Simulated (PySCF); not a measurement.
Compound: H7OPSiSn.
Geometry (PBE0-D3(BJ)/def2-SVP, Å), atoms numbered from 1 in this order:
```xyz
11
H7OPSiSn angstrom
P      1.856    0.454   -0.916
Si     0.780   -0.836    0.617
O     -0.767   -0.295    0.783
Sn    -2.110    0.477   -0.473
H      2.195    1.488    0.009
H      3.100   -0.232   -0.774
H      1.445   -0.820    1.954
H      0.839   -2.233    0.075
H     -2.215   -0.583   -1.812
H     -3.539    0.520    0.459
H     -1.546    2.033   -0.900
```

Level of theory: PySCF 2.14.0, PBE0-D3(BJ)/def2-SVP geometry optimisation, gas phase, def2 core potentials past Kr.

Question: Which atoms are bound to Sn4, and at what distances?

Answer: 4 atoms: H10 1.707 Å, H11 1.710 Å, H9 1.711 Å, O3 1.994 Å. The nearest atom not counted as bound is Si2, at 3.36 Å.

Question: List the angles at Sn4.

Answer: 
```
      angle  degrees  distance of the outer atoms (Å)
 H9–Sn4–H10    113.0                             2.85
H10–Sn4–H11    112.9                             2.85
 H9–Sn4–H11    112.9                             2.85
  O3–Sn4–H9    107.1                             2.99
 O3–Sn4–H11    106.7                             2.98
 O3–Sn4–H10    103.3                             2.91
```

Question: What is the shape at Sn4?

Answer: Distorted tetrahedral: angles from 103.3° to 113.0°; τ4 = (360° − α − β)/141° = 0.95 with α and β the two widest (0 for a square, 1 for a tetrahedron).

Question: What are the other bond lengths?

Answer: P1–Si2 2.274 Å; Si2–O3 1.647 Å; P1–H5, P1–H6 1.428 Å; Si2–H7, Si2–H8 1.496 Å.

Question: Give some angles away from the centre.

Answer: P1–Si2–O3 109.0°, Si2–O3–Sn4 134.1°.

Question: What are the rotational constants (commonest isotopes, rigid rotor)?

Answer: A = 4538, B = 906.8, C = 781.1 MHz: a near-prolate asymmetric top.

Point group: C1 (no symmetry element, even within 0.4 Å). Charge 0, singlet. PBE0-D3(BJ)/def2-SVP frequencies: not computed here.

One conformer stands for the species.
